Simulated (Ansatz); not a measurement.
`C[Se]BF` and `C#C[Se]BF` differ in one atom or group.

Ansatz, PBE0-D4/def2-TZVP geometries, multiplicity 1. Each molecule was computed in one conformer, which needn't be the lowest.

Scalar relativity is left out up to krypton.

```csv
property,`C[Se]BF`
size of the dipole moment (ωB97M-V/def2-TZVPP) / D,2.14
HOMO energy (PBE0/def2-TZVPP) / eV,-7.26
LUMO energy (PBE0/def2-TZVPP) / eV,-0.65
LUMO energy (PBE/def2-TZVPP) / eV,-1.57
LUMO energy (ωB97M-V/def2-TZVPP) / eV,1.28
LUMO energy (B3LYP/def2-TZVPP) / eV,-0.86
```

**Question.** Give the same properties after the change, and the shifts. (Estimate.)

**Answer.** Computed: 
```csv
property,`C#C[Se]BF`,shift
size of the dipole moment (ωB97M-V/def2-TZVPP) / D,0.23,-1.91
HOMO energy (PBE0/def2-TZVPP) / eV,-7.28,-0.02
LUMO energy (PBE0/def2-TZVPP) / eV,-1.15,-0.50
LUMO energy (PBE/def2-TZVPP) / eV,-2.08,-0.51
LUMO energy (ωB97M-V/def2-TZVPP) / eV,0.83,-0.45
LUMO energy (B3LYP/def2-TZVPP) / eV,-1.35,-0.49
```

The zero-point energy changes by -48.2 kJ/mol with -3 modes. Dipoles are sizes alone; their direction can turn.

B3LYP here is the variant with VWN-RPA as its local correlation; programs differ in this.

Spin–orbit coupling is left out; it splits and shifts lone-pair levels of the heavy atoms by tenths of an eV.
